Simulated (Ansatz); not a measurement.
Relaxation of B₂ClH₃S (7 atoms, charge 0, multiplicity 1), to a largest force component of 0.02 eV/Å in at most 50 steps.

Level of theory: Ansatz 0.2.0, UKS PBE0-D4/def2-SVP.

```xyz
7
Properties=species:S:1:pos:R:3
B 0.156 -0.484 -1.373
S -0.990 0.443 -0.384
B -0.328 0.559 1.294
Cl 1.131 -0.132 1.807
H 1.147 -0.894 -0.916
H -0.138 -0.651 -2.487
H -0.978 1.159 2.060
```

Question: Where does it end, and by what steps?

Answer: The forces met the threshold. After 6 steps the energy has fallen by 0.087 eV; H6 moved furthest, 0.04 Å.

```json
{"step": "0", "energy less start (eV)": "0.0000", "largest force component (eV/Å)": "1.102", "accepted": "yes"}
{"step": "1", "energy less start (eV)": "-0.0729", "largest force component (eV/Å)": "0.557", "accepted": "yes"}
{"step": "2", "energy less start (eV)": "-0.0850", "largest force component (eV/Å)": "0.181", "accepted": "yes"}
{"step": "3", "energy less start (eV)": "-0.0851", "largest force component (eV/Å)": "0.176", "accepted": "yes"}
{"step": "4", "energy less start (eV)": "-0.0856", "largest force component (eV/Å)": "0.124", "accepted": "yes"}
{"step": "5", "energy less start (eV)": "-0.0738", "largest force component (eV/Å)": "0.339", "accepted": "no"}
{"step": "6", "energy less start (eV)": "-0.0865", "largest force component (eV/Å)": "0.005", "accepted": "yes"}
```

```xyz
7
Properties=species:S:1:pos:R:3
B 0.159 -0.488 -1.376
S -1.012 0.456 -0.392
B -0.338 0.564 1.291
Cl 1.166 -0.133 1.819
H 1.176 -0.918 -0.903
H -0.151 -0.651 -2.528
H -1.000 1.170 2.090
```

Whether the end is a true minimum wasn't checked by a vibrational analysis.

Run time: 6.6 s on 2 threads of AMD EPYC 9R45 96-Core Processor (Zen 5) (shared host), peak memory 0.24 GiB.
